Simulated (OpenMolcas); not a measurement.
Re4+: effect of the basis set

```
Program             : OpenMolcas
Method              : SS-CASPT2, IPEA 0.25 Eh, imaginary shift 0.1 Eh (closed shells correlated: 5s 5p)
Active space        : 3 electrons in 10 orbitals (5d 6d)
State averaging     : 2S+1 = 4 even, 10 roots; 2S+1 = 2 even, 40 roots
Spin-orbit coupling : RASSI with atomic mean-field integrals over the reference wave functions, term energies averaged over their components
```

A. ANO-R2 [8s6p5d3f1g], X2C, finite nucleus; CASPT2 step of the order of 7 core-minutes
B. ANO-RCC-VTZP [8s7p5d3f2g1h], DKH2, point nucleus; CASPT2 step of the order of 4 core-minutes
C. ANO-RCC-VQZP [9s8p6d4f3g2h], DKH2, point nucleus; CASPT2 step about 12 core-minutes

Energies in cm⁻¹ above 5d³ ⁴F_3/2, the measured ground level; measured values from the list in Brasseur, Gamrath and Quinet, At. Data Nucl. Data Tables 157, 101636 (2024).

```tsv
Level	A	B	C	Measured
5d³ ⁴F_3/2	0.0	0.0	0.0	0.0
5d³ ⁴F_5/2	5020	4940	4980	4853
5d³ ⁴F_7/2	9250	9130	9150	8973
5d³ ⁴F_9/2 [64 %]	12300	12180	12120	11914
5d³ ⁴P_1/2 [62 %]	14450	14510	14400	14325
5d³ ²G_7/2	19580	19480	19270	19013
5d³ ²H_9/2 [55 %]	20690	20620	20400	19967
5d³ ⁴P_5/2	21620	21570	21580	20922
5d³ ²P_1/2 [62 %]	23960	23940	23770	23669
5d³ ²H_11/2	28180	28150	27830	27077
5d³ ²D_5/2(1)	29790	29690	29510	28739
5d³ ²G_9/2 [55 %]	31370	31200	31000	
5d³ ²P_3/2 [52 %]	33390	33290	33090	
5d³ ²F_5/2	35670	35880	35390	34162
5d³ ²F_7/2	35980	36150	35680	34625
5d³ ²D_3/2(2)	54250	54560	53920	52052
5d³ ²D_5/2(2)	54610	54890	54270	52467
```

Deviations, from unrounded energies. A percentage is the sum of absolute deviations over the sum of measured energies, with the sign that they share, or ± where signs differ.

```json
{"Against measurement": "mean absolute deviation (cm-1)", "Levels": "14", "A": "900", "B": "920", "C": "680"}
{"Against measurement": "fine structure of the ground term (%)", "Levels": "3", "A": "+3.2", "B": "+2.0", "C": "+2.0"}
{"Against measurement": "other terms of the ground configuration (%)", "Levels": "11", "A": "+3.6", "B": "+3.8", "C": "+2.8"}
```

C lies closest to measurement on these levels and B furthest from it. The largest miss of C in the table is 5d³ ²D_3/2(2), by +1900 cm-1. The ranking rests on the paired levels alone, and a cruder setting can come out closer through cancelling errors.

Among A to C the level of the table that moves most is 5d³ ²D_3/2(2), by 650 cm-1 (lowest in C, highest in B). Moves below CASPT2's spread within the term are not significant.

Term energies are means over components that CASPT2 splits; among the terms shown or strongly mixed into the levels shown the widest spread is 400 cm-1 (5d³ ⁴F, C). Active for correlation alone: 6d; no level in the range computed is led by a configuration that fills it, so any true level of that kind is missing. Measured partners are found by configuration, term and J. A level has none where our copy of the source lacks it or the pairing is in doubt (some pairs that miss far off the trend of their configuration count as doubtful), and it then counts in no deviation. Only configurations of the active space appear. The table leaves out levels that lie high or whose names do not pair safely across all columns.

A share in square brackets marks a mixed level and gives the weight of the term that names it, the lowest over the columns. A number in round brackets counts repeated terms of one configuration in the order of the reference energies.
